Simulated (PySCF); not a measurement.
A structure optimised at B3LYP-D3(BJ)/def2-SVP, used in a PySCF frequency run:

```xyz
4

Sb     0.0000     0.0000     0.3482
F      1.4236    -0.8219    -0.6577
F     -1.4236    -0.8219    -0.6577
F      0.0000     1.6438    -0.6577
```
Charge 0, spin multiplicity 1.

Task: Write its SMILES, formula and point group.

Result: [F][Sb]([F])[F], F3Sb, C3v

Task: What are its rotational constants (standard atomic weights)?

Result: 4.3459, 4.3459, 3.2815 GHz
